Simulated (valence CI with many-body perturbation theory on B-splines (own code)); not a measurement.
# Which ion has this spectrum?

A relativistic CI+MBPT calculation for an atom or ion with 23 electrons gives these levels (cm⁻¹):

| J | Parity | E | g |
| --- | --- | --- | --- |
| 5/2 | even | 0 | 1.28 |
| 5/2 | even | 471109 | 1.33 |
| 7/2 | even | 565207 | 1.16 |
| 11/2 | even | 575453 | 1.10 |
| 3/2 | even | 580275 | 1.15 |
| 9/2 | even | 620465 | 1.13 |
| 5/2 | even | 650607 | 1.13 |
| 1/2 | even | 679864 | 1.79 |
| 7/2 | even | 686898 | 1.07 |
| 3/2 | even | 823966 | 0.80 |
| 5/2 | even | 1027988 | 1.30 |
| 7/2 | even | 1097948 | 1.21 |
| 11/2 | even | 1101098 | 1.09 |
| 9/2 | even | 1117573 | 1.14 |

The energies are calculated, and their last digits are not significant.

Which is it?
A. Os53+
B. Re52+
C. Ta50+
D. W51+

D. W51+, ground level (3d3/2^4 3d5/2) J=5/2.
